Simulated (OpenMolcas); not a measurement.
Ru4+ (d4) among equal point charges was computed by CASSCF with the d shell active (OpenMolcas, ANO-RCC-VDZP on the metal). Its lowest spin-free states, and all those of the highest spin:

| 2S+1 | Degeneracy | E (cm-1) |
| --- | --- | --- |
| 5 | 1 | 0.0 |
| 5 | 1 | 2827 |
| 5 | 2 | 7333 |
| 5 | 1 | 7734 |
| 3 | 1 | 20691 |
| 3 | 2 | 20696 |
| 3 | 1 | 21069 |
| 3 | 1 | 22312 |
| 3 | 2 | 23007 |
| 3 | 1 | 23415 |
| 3 | 1 | 23684 |
| 3 | 2 | 24573 |

Task: Is the site octahedral, tetrahedral or cube-like, axial, or of lower symmetry?

Result: The states with 2S+1 = 5 have orbital degeneracies 1, 1, 2, 1. There are pairs but no triples, so the site is axial: not cubic, but with a proper or improper axis of order three or more. The run had Ru4+ among 5 point charges of -2 e arranged as a square pyramid (C4v), 2.44 Å from the ion, with the axial distance 2.635 Å.

Without dynamic correlation the repulsion within the d shell is too large (B by tens of per cent), so at a given field states of lower spin stand too high. Point charges give a weaker field than real ligands, and real ions of this kind are as a rule low spin; the high spin found here belongs to the model. Point charges carry no covalency, so the field is a model and not that of real ligands. An unlabelled pair can be two single states that coincide in this model. No measured value stands beside these numbers.
